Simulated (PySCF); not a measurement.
C3H10BN, SMILES CNB(C)C. Atoms are numbered in the order given.

```xyz
15

B      0.0777    -0.0007     0.5058
C     -0.0715    -0.7509     1.8947
H     -0.5582    -1.7392     1.8363
H     -0.6492    -0.1307     2.6039
H      0.9203    -0.8893     2.3621
C      0.7529     1.4381     0.4324
H      1.6253     1.4468    -0.2450
H      1.0976     1.7918     1.4163
H      0.0494     2.1945     0.0402
N     -0.3982    -0.6268    -0.6585
C     -0.3753    -0.1423    -2.0226
H     -0.8233    -1.5442    -0.5621
H      0.0950     0.8490    -2.0635
H     -1.3920    -0.0460    -2.4452
H      0.1981    -0.8109    -2.6902
```
Charge 0, spin multiplicity 1.

Geometry: B3LYP-D3(BJ)/def2-SVP. One conformer was computed; it need not be the lowest.

Method: PBE0/pcSseg-1 (PySCF).

GIAO shieldings, no solvent; atoms listed in one row are averaged. δ = σ(ref) − σ: ¹¹B against BF3 (σ = 88.8 ppm); ¹³C against TMS (σ = 186.3 ppm); ¹H against TMS (σ = 31.56 ppm); ¹⁵N against NH3 (σ = 267.4 ppm), references at their B3LYP-D3(BJ)/def2-TZVP geometries, non-relativistic.

```
nucleus                   atoms  count  δ (ppm)
-------  ----------------------  -----  -------
¹¹B                          B1      1     32.5
¹³C                         C11      1     34.5
¹³C                          C2      1     11.6
¹³C                          C6      1      3.2
¹H                          H12      1     3.83
¹H                H13, H14, H15      3     3.05
¹H       H3, H4, H5, H7, H8, H9      6     0.61
¹⁵N                         N10      1    120.4
```
